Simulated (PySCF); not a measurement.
An unknown shows these calculated signals:

1H NMR (400 MHz, computed): δ 10.02 (tt, J = 5.2, 1.8 Hz, 1H), 2.46 (td, J = 5.9, 5.2 Hz, 2H).

13C{1H} NMR (computed): δ 188.2 (CH, t, J = 1.8 Hz), 36.0 (CH2, t, J = 23.3 Hz).

Method: PBE0-D3(BJ)/def2-SVP geometry, J couplings at B3LYP/pcJ-1, KT3/pcSseg-2 with gauge-including orbitals, in PySCF 2.14.0 with density-fitted response routines (non-relativistic Hamiltonian, one averaged value for each set of equivalent atoms, a single conformation, no solvent).

Shifts are taken against calculated references (same method and geometry level): 1H (31.35 ppm) and 13C (181.31 ppm) against TMS.

Which of these does the molecule contain: a nitrile, an aldehyde, an S-methyl group, a ketone?

Results:


- A nitrile: no.
- An aldehyde: yes (δC 188.2; δH 10.02 (tt)).
- An S-methyl group: no.
- A ketone: no.

The data belong to SMILES C(=O)CB(F)F, C₂H₃BF₂O; they needn't prove each group on their own.

Carbon signals by region: 1 in the far downfield region (above 160 ppm), 1 below 50 ppm. Above 160 ppm: 188.2, aldehyde carbonyl carbon.

A carbon bonded to boron is broadened by the quadrupolar boron nucleus and is often missing from a measured spectrum. Multiplet labels drop couplings under 1 Hz and merge nearly equal ones. Unscaled 3J(H,H) at this level run about 10 % above measured values. Shifts are as computed, not scaled to solution data. Of 1211 compounds with measured shifts, 218 miss one by over three times the rms of a fit or turn the order of signals round; such compounds aren't used in these exercises. Couplings across =CH–CH2 type bonds come from one rotamer and its mirror image, and can be 1–2 Hz further off. Vicinal couplings across rotatable single bonds and in flexible rings belong to the one computed conformer; a conformer average would change them.
